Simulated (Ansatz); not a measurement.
Reaction (isomerisation): `[CH3][Al]1[CH2]O[SiH2]1` → `[CH2]1OC[SiH2][AlH]1`

Computed with Ansatz on PBE0-D4/def2-TZVP structures; ΔE is electronic, products minus reactants. CCSD(T)/CBS is the MP2 limit (def2-TZVPP, def2-QZVPP) plus CCSD(T) − MP2 in def2-TZVPP, frozen cores. DFT in def2-TZVPP. B3LYP here is the variant with VWN-RPA as its local correlation; programs differ in this.

`[CH3][Al]1[CH2]O[SiH2]1`:

Z-matrix (Å, degrees):
```
C
Al 1 1.950
H 1 1.096 2 109.9
H 1 1.094 2 111.9 3 -118.8
H 1 1.093 2 112.2 3 119.1
C 2 2.004 1 136.5 3 85.2
Si 2 2.428 1 151.9 3 -92.1
O 6 1.447 2 97.8 1 -178.3
H 6 1.097 2 116.8 1 65.6
H 6 1.097 2 116.9 1 -62.2
H 7 1.495 2 123.9 1 -75.6
H 7 1.495 2 124.0 1 71.2
```

`[CH2]1OC[SiH2][AlH]1`:

```xyz
12

C     0.683   -0.435    1.355
O    -0.232   -1.239    0.604
C    -0.167   -1.014   -0.797
Si   -0.763    0.775   -1.193
Al    0.179    1.446    0.936
H     0.537   -0.713    2.403
H     1.722   -0.705    1.103
H     0.856   -1.178   -1.169
H    -0.806   -1.771   -1.257
H    -0.154    1.304   -2.448
H    -2.243    0.782   -1.360
H     0.388    2.746    1.822
```

```tsv
level	ΔE (kJ/mol)	difference from CCSD(T)/CBS
PBE-D4	121.4	-12.2
r2SCAN-D4	130.7	-2.9
ωB97X-V	126.5	-7.1
ωB97M-V	133.1	-0.5
B2PLYP	137.5	3.9
PBE0	127.7	-5.9
B3LYP	136.1	2.5
HF/def2-TZVPP	136.8	3.2
MP2/def2-TZVPP	139.9	6.3
CCSD(T)/def2-TZVPP	130.8	-2.8
HF/def2-QZVPP	138.1	4.5
MP2/def2-QZVPP	142.0	8.4
SCS-MP2/def2-QZVPP	139.4	5.8
HF/CBS(def2)	138.3	4.7
MP2/CBS(def2)	142.8	9.2
CCSD/CBS(def2)	135.1	1.5
CCSD(T)/CBS	133.6	0
```

Largest T1 diagnostic among the species: 0.014.

The D4 term adds −6.6 kJ/mol with B3LYP and −3.3 kJ/mol with PBE0; it sums over pairs of atoms, weighted by their polarisabilities, and B3LYP, whose exchange is more repulsive, gets the larger term.
